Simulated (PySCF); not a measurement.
Computed structure and properties of [NdCl2]+

System: [NdCl2]+ (singlet in the valence; each metal's 4f electrons, 3 of them, lie in its core potential, out of spins and levels); start: template (C2v). Method: PySCF 2.14.0, RKS PBE0, Nd lcecp-1-SVP with ECP49, Cl def2-SVP; non-relativistic Hamiltonian with scalar-relativistic core potentials where named; density fitting; no spin-orbit coupling.

Input of the relaxation:

```python
mol = gto.M(atom='''
Nd     0.00000     0.00000    -0.36150
Cl     2.44690    -0.00000     0.73350
Cl    -2.44690     0.00000     0.73350''',
    basis={'Nd': 'lcecp-1-SVP', 'Cl': 'def2-SVP'},
    ecp={'Nd': 'lcecp-1-SVP'},
    charge=1, spin=0)
mf = dft.RKS(mol, xc='PBE0')
mf.grids.atom_grid = (50, 194)  # f atoms: unpruned, at least (60, 302)
mf = mf.density_fit()  # fitting sets: Nd AutoAux, Cl def2-universal-JKFIT
mf.conv_tol = 1e-08; mf.max_cycle = 55
mf.kernel(dm0)  # dm0: converged density of the start geometry
# quasi-Newton relaxation in Cartesian coordinates to a largest gradient under 0.00045 Eh/bohr, steps kept in the point group
```

Run from Python with OMP_NUM_THREADS=2; the lines above give its settings. Where DIIS fails, smearing, a level shift and second-order steps follow.
It took 19 s on 2 threads of Intel(R) Xeon(R) Platinum 8488C (Sapphire Rapids), on a shared host, from the converged density of the start.

Course of the relaxation:

| step | energy above end (eV) | largest force component within the symmetry (eV/Å) |
| --- | --- | --- |
| 0 | 0.7905 | 2.320 |
| 1 | 0.2794 | 1.304 |
| 2 | 0.1231 | 0.922 |
| 3 | 0.0647 | 0.259 |
| 4 | 0.0234 | 0.396 |
| 5 | 0.0083 | 0.268 |
| 6 | 0.0004 | 0.070 |
| 7 | 0.0001 | 0.032 |
| 8 | 0.0000 | 0.001 |

Relaxed geometry (C2v):

```xyz
3

Nd    0.0000    0.0000   -0.5849
Cl    1.9656    0.0000    0.8452
Cl   -1.9656    0.0000    0.8452
```

```
     contact      Å
Nd1–Cl2 (Cl)  2.431
Nd1–Cl3 (Cl)  2.431
```

On the finer grid (75, 302):

```json
{
 "HOMO": "-13.66 eV",
 "LUMO": "-7.84 eV",
 "Dipole about the centre of mass": "6.78 D",
 "Set of Mulliken populations of Nd1 outside the core potential": "s 2.15, p 6.17, d 1.33, f 0.05",
 "D3(BJ) dispersion energy (not in the energies)": "-0.072 eV"
}
```

| atom | Mulliken (e) | Löwdin (e) | spin (e) |
| --- | --- | --- | --- |
| Nd1 | 1.29 | 0.70 | 0.00 |
| Cl2 | -0.15 | 0.15 | 0.00 |
| Cl3 | -0.15 | 0.15 | 0.00 |

The 4f levels lie in the core potential and are missing. Their spin isn't counted.

On the grid (50, 194), as all that follows. Harmonic modes: a minimum; lowest 83 cm⁻¹ (negative: unstable), highest 391 cm⁻¹, zero-point energy 0.053 eV.

Taking off one Cl (charge -1, singlet; the rest: singlet) in vacuum, both parts rigid, costs 14.50 eV; the small basis without counterpoise inflates it. Most of it is the attraction of opposite charges; other ways to part are cheaper, and one spin state was tried for the rest.

Rigid scan of Cl along the line from its metal:

(distance to Cl2 (Å), energy (eV)): (2.13, 1.051), (2.23, 0.408), (2.33, 0.089), (2.43, 0.000), (2.53, 0.070), (2.63, 0.248), (2.83, 0.795), (3.13, 1.789), (3.53, 3.063), (4.03, 4.325)

One start shape was tried, so this needn't be the lowest isomer.

An lcecp potential fixes the number of 4f electrons, so in runs with it no electron can move into or out of that shell.
